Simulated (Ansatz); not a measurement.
A calculation with Ansatz (development build ahead of 0.2.0).

```yaml
crystal:
  periodic: [false, false, false]
  atoms:
    - { symbol: H, position_ang: [0.29201, -0.27575, -1.80296] }
    - { symbol: H, position_ang: [-0.26823, -0.2065, -0.55351] }
    - { symbol: H, position_ang: [-0.37855, 0.12601, 0.64187] }
    - { symbol: H, position_ang: [-0.06395, -0.42005, 1.74822] }
basis:
  gaussian: { orbitals: "6-31G" }
hamiltonian:
  xc: hf
output:
  forces: true
```

The input is written out in the form of the current development build from the run's settings.

The run gave:

```
Converged    : yes
Total energy : -2.05650 hartree
```

Forces (eV/Å):
```tsv
atom	Fx	Fy	Fz
H1	-2.007	0.234	4.243
H2	2.054	-0.212	-4.729
H3	1.220	-2.190	4.536
H4	-1.267	2.168	-4.050
```

Caution: stretched shape with no unrestricted run beside it, a lower state can exist.
